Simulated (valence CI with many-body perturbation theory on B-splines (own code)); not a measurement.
**Energy levels of Ir XLVI**

Calculated by valence CI with perturbative core correlation (CI+MBPT): four valence electrons over a frozen Dirac-Fock core [Ar] 3d10, a basis of 11 s, 11 p, 9 d, 7 f, 5 g, 2 h, 1 i functions for each j, with the one-electron correlation potential Σ1 (screened to all orders), the two-electron term Σ2, the three-electron term Σ3, Breit, model QED; selected single and double excitations, second order for the rest (own B-spline code, finite nucleus).

No measured spectrum was set against this ion. As an estimate, large intervals hold to a few tenths of a per cent, small ones and those within an open d or f shell to about a per cent.

Levels 1 to 45 of 67, with energies above the lowest level, (4s^2 4p1/2^2) J=0. "Leading %" is the weight of the configuration and term that name the level; weights of strongly mixed levels are sums over their largest components and can fall short. In the jj column 3d3/2^4 stands for four electrons in 3d with j = 3/2. Lifetimes count E1, E2, E3, M1 and M2 decay at the calculated energies, and are blank where another channel may lead or the interval is too uncertain; long ones can be off by a factor of two.

| No. | Configuration | Term | J | E (eV) | Leading % | Leading jj | Lifetime |
| --- | --- | --- | --- | --- | --- | --- | --- |
| 1 | 4s2 4p2 | 3P | 0 | 0.00 | 70 | 4s^2 4p1/2^2 (99 %) |  |
| 2 | 4s2 4p2 | 3P | 1 | 114.22 | 99 | 4s^2 4p1/2 4p3/2 (99 %) | 104 ns |
| 3 | 4s2 4p2 | 1D | 2 | 118.77 | 64 | 4s^2 4p1/2 4p3/2 (99 %) | 2.87 μs |
| 4 | 4s 4p3 | 3P° | 2 | 218.12 | 46 | 4s 4p1/2^2 4p3/2 (97 %) | 38.0 ps |
| 5 | 4s 4p3 | 3D° | 1 | 233.66 | 35 | 4s 4p1/2^2 4p3/2 (94 %) | 2.02 ps |
| 6 | 4s2 4p2 | 3P | 2 | 236.44 | 63 | 4s^2 4p3/2^2 (99 %) | 57.2 ns |
| 7 | 4s2 4p2 | 1S | 0 | 246.25 | 69 | 4s^2 4p3/2^2 (99 %) | 47.7 ns |
| 8 | 4s2 4p 4d | 3F° | 2 | 277.97 | 74 | 4s^2 4p1/2 4d3/2 (98 %) | 63.3 ps |
| 9 | 4s2 4p 4d | 3D° | 1 | 297.46 | 51 | 4s^2 4p1/2 4d3/2 (93 %) | 467 fs |
| 10 | 4s2 4p 4d | 3P° | 2 | 310.26 | 36 | 4s^2 4p1/2 4d5/2 (80 %) | 4.75 ps |
| 11 | 4s2 4p 4d | 3F° | 3 | 312.35 | 49 | 4s^2 4p1/2 4d5/2 (90 %) | 5.12 ps |
| 12 | 4s 4p3 | 3D° | 2 | 332.07 | 45 | 4s 4p1/2 4p3/2^2 (80 %) | 2.10 ps |
| 13 | 4s 4p3 | 3D° | 3 | 339.60 | 89 | 4s 4p1/2 4p3/2^2 (89 %) | 3.60 ps |
| 14 | 4s 4p3 | 3P° | 0 | 344.64 | 96 | 4s 4p1/2 4p3/2^2 (96 %) | 2.89 ps |
| 15 | 4s 4p3 | 3P° | 1 | 352.10 | 47 | 4s 4p1/2 4p3/2^2 (94 %) | 1.65 ps |
| 16 | 4s 4p3 | 1D° | 2 | 354.52 | 69 | 4s 4p1/2 4p3/2^2 (90 %) | 1.10 ps |
| 17 | 4s 4p3 | 3S° | 1 | 356.12 | 38 | 4s 4p1/2 4p3/2^2 (96 %) | 830 fs |
| 18 | 4s 4p2 4d | 5F | 1 | 383.14 | 42 | 4s 4p1/2^2 4d3/2 (98 %) | 16.0 ps |
| 19 | 4s 4p2 4d | 3D | 2 | 386.80 | 29 | 4s 4p1/2^2 4d3/2 (94 %) | 16.5 ps |
| 20 | 4s2 4p 4d | 3D° | 2 | 409.10 | 50 | 4s^2 4p3/2 4d3/2 (91 %) | 532 fs |
| 21 | 4s2 4p 4d | 3P° | 1 | 410.73 | 55 | 4s^2 4p3/2 4d3/2 (93 %) | 619 fs |
| 22 | 4s2 4p 4d | 3P° | 0 | 411.24 | 95 | 4s^2 4p3/2 4d3/2 (95 %) | 651 fs |
| 23 | 4s2 4p 4d | 3F° | 3 | 411.46 | 42 | 4s^2 4p3/2 4d3/2 (92 %) | 688 fs |
| 24 | 4s 4p2 4d | 3D | 3 | 415.13 | 32 | 4s 4p1/2^2 4d5/2 (95 %) | 3.36 ps |
| 25 | 4s 4p2 4d | 3F | 2 | 422.73 | 25 | 4s 4p1/2^2 4d5/2 (89 %) | 3.56 ps |
| 26 | 4s2 4p 4d | 3F° | 4 | 423.72 | 99 | 4s^2 4p3/2 4d5/2 (99 %) | 122 ns |
| 27 | 4s2 4p 4d | 3P° | 2 | 426.52 | 41 | 4s^2 4p3/2 4d5/2 (88 %) | 9.06 ps |
| 28 | 4s2 4p 4d | 3D° | 3 | 443.04 | 55 | 4s^2 4p3/2 4d5/2 (93 %) | 1.12 ps |
| 29 | 4s2 4p 4d | 1P° | 1 | 445.40 | 62 | 4s^2 4p3/2 4d5/2 (94 %) | 1.92 ps |
| 30 | 4p4 | 3P | 2 | 459.18 | 56 | 4p1/2^2 4p3/2^2 (82 %) | 1.20 ps |
| 31 | 4p4 | 1S | 0 | 466.04 | 55 | 4p1/2^2 4p3/2^2 (87 %) | 1.39 ps |
| 32 | 4s 4p3 | 3P° | 2 | 467.36 | 45 | 4s 4p3/2^3 (87 %) | 1.01 ps |
| 33 | 4s 4p3 | 1P° | 1 | 481.97 | 39 | 4s 4p3/2^3 (93 %) | 564 fs |
| 34 | 4s2 4p 4f | 3G | 3 | 487.62 | 48 | 4s^2 4p1/2 4f5/2 (64 %) | 17.7 ps |
| 35 | 4s 4p2 4d | 5D | 0 | 488.43 | 84 | 4s 4p1/2 4p3/2 4d3/2 (96 %) | 17.1 ps |
| 36 | 4s 4p2 4d | 5D | 1 | 488.72 | 54 | 4s 4p1/2 4p3/2 4d3/2 (98 %) | 19.5 ps |
| 37 | 4s 4p2 4d | 5F | 2 | 488.92 | 44 | 4s 4p1/2 4p3/2 4d3/2 (91 %) | 6.61 ps |
| 38 | 4s 4p2 4d | 5F | 3 | 492.25 | 39 | 4s 4p1/2 4p3/2 4d3/2 (72 %) | 10.8 ps |
| 39 | 4s2 4p 4f | 3F | 2 | 495.61 | 40 | 4s^2 4p1/2 4f5/2 (79 %) | 4.47 ps |
| 40 | 4s 4p2 4d | 3G | 4 | 496.02 | 25 | 4s 4p1/2 4p3/2 4d3/2 (59 %) | 29.9 ps |
| 41 | 4s2 4p 4f | 3D | 3 | 501.18 | 39 | 4s^2 4p1/2 4f7/2 (77 %) | 3.57 ps |
| 42 | 4s2 4p 4f | 3G | 4 | 506.12 | 24 | 4s^2 4p1/2 4f7/2 (58 %) | 7.16 ps |
| 43 | 4s 4p2 4d | 3F | 2 | 508.19 | 63 | 4s 4p1/2 4p3/2 4d3/2 (84 %) | 1.28 ps |
| 44 | 4s 4p2 4d | 5P | 3 | 511.69 | 33 | 4s 4p1/2 4p3/2 4d3/2 (68 %) | 745 fs |
| 45 | 4s 4p2 4d | 5D | 4 | 512.24 | 50 | 4s 4p1/2 4p3/2 4d5/2 (98 %) | 260 ps |

The ionisation energy to 4s2 4p 2P°_1/2 of the next ion comes out as 2437.1 eV (NIST: 2435 ± 4 eV (theoretical)). All 67 levels together are meant to be complete up to 566.42 eV.
